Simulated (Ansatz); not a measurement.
`BN[SiH2]O` and `O=CN[SiH2]O` differ in one atom or group.

Ansatz, PBE0-D4/def2-TZVP geometries, multiplicity 1. Each molecule was computed in one conformer, which needn't be the lowest.

| property | `BN[SiH2]O` |
| --- | --- |
| HOMO–LUMO gap (ωB97M-V/def2-TZVPP) / eV | 12.73 |
| LUMO energy (PBE0/def2-TZVPP) / eV | -0.27 |
| HOMO energy (ωB97M-V/def2-TZVPP) / eV | -11.15 |
| size of the dipole moment (ωB97M-V/def2-TZVPP) / D | 0.86 |
| LUMO energy (ωB97M-V/def2-TZVPP) / eV | 1.58 |
| HOMO–LUMO gap (B3LYP/def2-TZVPP) / eV | 8.07 |

Task: Give the same properties after the change, and the shifts. (An estimate is asked.)

Result: Computed: 
```csv
property,`O=CN[SiH2]O`,shift
HOMO–LUMO gap (ωB97M-V/def2-TZVPP) / eV,12.22,-0.51
LUMO energy (PBE0/def2-TZVPP) / eV,-0.28,-0.01
HOMO energy (ωB97M-V/def2-TZVPP) / eV,-10.45,0.70
size of the dipole moment (ωB97M-V/def2-TZVPP) / D,3.02,2.16
LUMO energy (ωB97M-V/def2-TZVPP) / eV,1.77,0.19
HOMO–LUMO gap (B3LYP/def2-TZVPP) / eV,7.22,-0.85
```

Dipoles are sizes alone; their direction can turn.

B3LYP here is the variant with VWN-RPA as its local correlation; programs differ in this.
